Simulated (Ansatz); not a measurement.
H4P (SMILES [PH4+]) moved off its minimum; all values from Ansatz (a program for electronic structure), cores frozen in correlated methods.
(charge 1, multiplicity 1)
```xyz
5

P     -0.04744     0.20161    -0.00053
H     -0.72451    -1.05131    -0.77106
H      0.14058    -0.60221     1.16437
H     -0.57715     1.21030     0.23890
H      1.09075     0.13693    -0.81215
```

Question: Give the forces (eV/Å), the total energy and the dipole at CCSD(T)/aug-cc-pV(T+d)Z.

Answer: 
```json
[
 {"atom": "P1", "Fx": "3.728", "Fy": "-13.110", "Fz": "-2.863"},
 {"atom": "H2", "Fx": "0.298", "Fy": "2.836", "Fz": "1.141"},
 {"atom": "H3", "Fx": "0.310", "Fy": "0.949", "Fz": "-0.211"},
 {"atom": "H4", "Fx": "-4.572", "Fy": "8.466", "Fz": "1.524"},
 {"atom": "H5", "Fx": "0.236", "Fy": "0.858", "Fz": "0.409"}
]
```
Energy -342.9393 hartree.
